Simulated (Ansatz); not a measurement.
Computed with Ansatz on PBE0-D4/def2-TZVP structures; ΔE is electronic, products minus reactants. CBS: MP2 limit from def2 TZ/QZ plus the TZ coupled-cluster correction, frozen cores. This one scheme is used for every species. Functionals use def2-TZVPP. HSE06 is defined as in plane-wave codes. Triplets are unrestricted, without spin–orbit coupling. One conformer a species, not always the lowest.

`C[O][Al]([F])[Cl]` → `[CH2]` (triplet) + `[OH][Al]([F])[Cl]`  (formal loss of a carbene)

| level | ΔE (kcal/mol) | difference from CCSD(T)/CBS |
| --- | --- | --- |
| PBE | 90.6 | 1.1 |
| HSE06 | 88.7 | -0.8 |
| BHLYP | 85.7 | -3.8 |
| CAM-B3LYP | 89.7 | 0.2 |
| HF/def2-SVP | 61.9 | -27.6 |
| MP2/def2-SVP | 89.3 | -0.2 |
| CCSD(T)/def2-SVP | 88.6 | -0.9 |
| HF/def2-QZVPP | 58.0 | -31.5 |
| HF/CBS(def2) | 58.0 | -31.5 |
| CCSD/CBS(def2) | 87.1 | -2.4 |
| CCSD(T)/CBS | 89.5 | 0 |

(1) What do rigid-rotor, harmonic-oscillator terms from PBE0-D4/def2-TZVP frequencies (298.15 K, 1 bar) make of the CCSD(T)/CBS value? (Best estimate.)

Largest T1 diagnostic among the species: 0.011.

Results:

(1) The calculation gave: ΔZPE = -7.1 kcal/mol, ΔH = +83.7 kcal/mol, ΔS = 149 J/(mol·K), ΔG = +73.0 kcal/mol. Open shells count their whole term as degenerate.

From r2SCAN to r2SCAN0 (25 % exact exchange), in def2-TZVPP and without D4, ΔE moves by −1.2 kcal/mol. At CCSD(T), def2-SVP lies −0.9 kcal/mol from the extrapolated value and def2-TZVPP −2.1 kcal/mol.
